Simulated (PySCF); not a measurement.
Antimony: a sound run and one with changed settings

Sound run: Sb⁺ [Kr] 4d10 5s2 5p2, Sb²⁺ [Kr] 4d10 5s2 5p1. Calculation: PySCF 2.14, in def2-SVP with the def2 core potential (28 electrons) (4s4p2d, 26 functions); a scalar-relativistic core potential. The sound run starts from symmetry-adapted Hartree-Fock orbitals and uses a fine grid where one is needed.

Changed run: basis STO-3G, all-electron and non-relativistic. This setting is unsound on purpose.

```
species  method  sound run (hartree)  changed run (hartree)  converged
    Sb⁺     UHF           -238.95749            -6251.13175        yes
    Sb⁺     PBE           -239.87242            -6252.48818        yes
    Sb⁺    PBE0           -239.88574            -6252.83544        yes
   Sb²⁺     UHF           -238.36966            -6250.58887        yes
   Sb²⁺     PBE           -239.26641            -6251.91685        yes
   Sb²⁺    PBE0           -239.27773            -6252.26322        yes
```

Ionisation energy of Sb⁺:

```csv
method,sound run (eV),changed run (eV)
UHF,15.995,14.773
PBE,16.490,15.546
PBE0,16.545,15.571
```

A minimal basis cannot let orbitals breathe on ionisation and holds almost no correlation. The Hamiltonian changed with the basis, so the totals do not compare.

For comparison, NIST gives 16.626 ± 0.025 eV between the lowest levels.
